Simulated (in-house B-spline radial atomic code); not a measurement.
## Ionising Cl2+ with different functionals

Computed with a radial B-spline atomic code at the basis-set limit: four-component Dirac-Coulomb Hamiltonian, Fermi nucleus of rms radius 3.3654 fm, spin-restricted, spherical fractional occupations for the functionals. The ionisation energy is the difference of two self-consistent energies, [Ne] 3s2 3p3 → [Ne] 3s2 3p2, without Breit or QED terms; ε is the level of the shell that loses the electron (mean over j). The electron is taken from both j subshells in proportion to 2j + 1, so the result is a j average, not the step between ground levels.

Hybrids are left out here: with spherical fractional occupations of an open shell their exact exchange keeps a self-interaction that integer-occupation calculations don't have.

```
           method  rung  ΔSCF (eV)  -ε(3p) (eV)
         LDA VWN5   LDA      38.40        31.77
 relativistic LDA   LDA      38.40        31.77
         LDA PW92   LDA          ?            ?
LDA exchange-only   LDA      36.91        30.30
              PBE   GGA      38.31        31.68
           PBEsol   GGA      38.26        31.63
             BLYP   GGA      38.17        31.54
             RPBE   GGA      38.29        31.67
             PW91   GGA      38.39        31.75
             BP86   GGA          ?            ?
             AM05   GGA      38.24        31.62
             OLYP   GGA      38.32        31.69
```

**Question.** What does LDA PW92 give?

**Answer.** ΔSCF 38.40 eV, and -ε(3p) = 31.76 eV.

**Question.** What does BP86 give?

**Answer.** ΔSCF 38.40 eV, and -ε(3p) = 31.77 eV.

**Question.** How do they compare with the NIST value?

**Answer.** NIST lists 39.8 eV ± 0.11 (semi-empirical, ground level to ground level). Errors run from -2.89 to -1.40 eV. The correlated functionals all miss on the same side by more than they spread, so the cause is common to them (Breit-QED terms, spin polarisation, the choice among j levels, multiplet and fine-structure energies, or a listed next ion that isn't the cheapest removal here) and closeness doesn't rank the functionals.
